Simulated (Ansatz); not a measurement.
Computed with Ansatz on PBE0-D4/def2-TZVP structures; ΔE is electronic, products minus reactants. CBS: MP2 limit from def2 TZ/QZ plus the TZ coupled-cluster correction, frozen cores. This one scheme is used for every species, atoms too. Functionals use def2-TZVPP. B3LYP here is the variant with VWN-RPA as its local correlation; programs differ in this. Open shells (•) are unrestricted, without spin–orbit coupling. Spin–orbit coupling would lower the free atoms: a little for C, O, Si. Each species was taken in one conformer, which may not be the lowest.

Reaction (atomization): `CO[SiH2]P` → C• + 7 H• + O• + P• + Si•

```tsv
level	ΔE (kJ/mol)	difference from CCSD(T)/CBS
PBE-D4	3696.0	21.0
PBE0-D4	3647.3	-27.7
B3LYP-D4	3681.0	6.0
ωB97X-V	3703.9	28.9
B2PLYP	3626.7	-48.3
PBE	3673.6	-1.4
r2SCAN	3664.9	-10.1
PBE0	3628.3	-46.7
HF/def2-TZVPP	2664.4	-1010.6
SCS-MP2/def2-TZVPP	3603.8	-71.2
CCSD/def2-TZVPP	3526.6	-148.4
CCSD(T)/def2-TZVPP	3571.6	-103.4
HF/def2-QZVPP	2670.9	-1004.1
MP2/def2-QZVPP	3641.0	-34.0
MP2/CBS(def2)	3682.8	7.8
CCSD/CBS(def2)	3630.0	-45.0
CCSD(T)/CBS	3675.0	0
```

Largest T1 diagnostic among the species: 0.012.

In def2-TZVPP, CCSD(T) changes the Hartree–Fock value by +907.1 kJ/mol (the triples alone add +45.0 kJ/mol) and MP2 by +915.0 kJ/mol; breaking electron pairs costs correlation energy, which Hartree–Fock lacks. The D4 term adds +36.1 kJ/mol with B3LYP and +19.0 kJ/mol with PBE0; it sums over pairs of atoms, weighted by their polarisabilities, and B3LYP, whose exchange is more repulsive, gets the larger term. From PBE to PBE0 (25 % exact exchange), in def2-TZVPP and without D4, ΔE moves by −45.3 kJ/mol: exact exchange takes away binding that semilocal exchange gives to molecules.

For atomizations the MP2-based limit and the directly extrapolated one differ by several kJ/mol either way, and by 10 to 25 for some Ge, Se and Sn compounds, so smaller differences from it don't rank the levels.
